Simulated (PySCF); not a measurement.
# Broadened absorption spectrum of C4H10OSi2

Compound: C₄H₁₀OSi₂.
Numbering: `[CH3:1][C:2]#[C:3][SiH2:4][O:5][SiH2:6][CH3:7]` (hydrogens: H8, H9, H10 on C1; H11, H12 on Si4; H13, H14 on Si6; H15, H16, H17 on C7)

Level of theory: PySCF 2.14.0, density-fitted response routines, TDDFT CAM-B3LYP/def2-SVPD, vertical, gas phase, core orbitals frozen in the response. One conformer (not necessarily the lowest) at the GFN2-xTB geometry, without solvent, vibrations or thermal averaging. Torsions of this conformer, `[CH3:1][C:2]#[C:3][SiH2:4][O:5][SiH2:6][CH3:7]`: C3–Si4–O5–Si6 -6°, Si4–O5–Si6–C7 -6°.

Computed states:

```tsv
state	E (eV)	f
S1	5.90	0.0001
S2	6.25	0.0028
S3	6.39	0.0000
S4	7.23	0.0008
S5	7.31	0.010
S6	7.34	0.017
S7	7.58	0.015
S8	8.14	0.050
```

Each state is given a Gaussian of 0.3 eV full width at half maximum, with ε(max) = 2.175×10⁸ f / Δν̃ (Δν̃ the width in cm⁻¹). The cross-section is σ = 3.8235×10⁻²¹ ε cm², given in Mb (10⁻¹⁸ cm²). The width is an assumption, not a result. The curve ends short of the highest state used, and states not computed would add to its high-energy end.

(1) What does the envelope look like, and where are its maxima?

(2) Coming from long wavelengths, where does ε first pass 100 L mol⁻¹ cm⁻¹?

(3) On this curve, what absorbance would a 10⁻³ mol/L sample give at 193 nm over a 1 cm path?

## Answers

(1) 
λ (nm), σ (Mb) and a bar:
```
    164.5       7.33 #####################
    166.0       8.79 #########################
    167.5      10.13 #############################
    168.9      10.54 ##############################
    170.4       9.29 ##########################
    171.9       6.67 ###################
    173.3       4.04 ###########
    174.8       1.93 #####
    176.3       0.75 ##
    177.7       0.27 #
    179.2       0.07 
    180.7       0.02 
    182.1       0.00 
    183.6       0.00 
    185.1       0.00 
    186.5       0.01 
    188.0       0.03 
    189.5       0.07 
    190.9       0.16 
    192.4       0.31 #
    193.9       0.51 #
    195.3       0.72 ##
    196.8       0.89 ###
    198.3       0.96 ###
    199.7       0.91 ###
    201.2       0.76 ##
    202.7       0.56 ##
    204.1       0.38 #
    205.6       0.23 #
    207.1       0.14 
    208.6       0.08 
    210.0       0.05 
    211.5       0.04 
    213.0       0.03 
    214.4       0.02 
    215.9       0.02 
    217.4       0.01 
    218.8       0.01 
    220.3       0.00 
    221.8       0.00 
    223.2       0.00 
    224.7       0.00 
    226.2       0.00 
    227.6       0.00
```

Maxima: 198 nm (6.25 eV), ε about 250, made up of S2 (99%); 169 nm (7.35 eV), ε about 2800, made up of S5 (32%), S6 (57%) and S7 (10%) (ε in L mol⁻¹ cm⁻¹; maxima over ε = 5, shares over 10%).

(2) At about 204 nm (6.08 eV), 0.18 eV above S1.

(3) 193 nm is 6.424 eV, where ε is about 100 L mol⁻¹ cm⁻¹, so A = ε c l ≈ 0.1 (Beer–Lambert, with the gas-phase spectrum and the assumed width).
